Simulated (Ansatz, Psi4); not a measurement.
Input for Psi4:
```
memory 2 GB

molecule {
0 1
  Al    0.00000000   -0.00000000   -0.00000000
  F    -0.02093275    1.63085400    0.03791596
  F     1.42318261   -0.79710311   -0.02717492
  F    -1.40224986   -0.83375089   -0.01074104
}

set basis aug-cc-pvdz
set scf_type pk
set puream true
set d_convergence 1e-8
set dft_radial_points 99
set dft_spherical_points 590

energy('r2scan')
print_variables()
```

**Question.** Convert this to an input for Ansatz (a first-principles code).

**Answer.** This is not unique; one that fits is 
Ansatz 0.2 input:
```yaml
crystal:
  periodic: [false, false, false]
  atoms:
    - {symbol: Al, position_ang: [0.00000000, -0.00000000, -0.00000000]}
    - {symbol: F, position_ang: [-0.02093275, 1.63085400, 0.03791596]}
    - {symbol: F, position_ang: [1.42318261, -0.79710311, -0.02717492]}
    - {symbol: F, position_ang: [-1.40224986, -0.83375089, -0.01074104]}
basis:
  gaussian:
    orbitals: aug-cc-pVDZ
hamiltonian:
  xc: r2scan
accuracy: high
```

Both were run: Psi4 gave -542.068497 Eh and Ansatz -542.068503 Eh, 0.006 mEh apart.
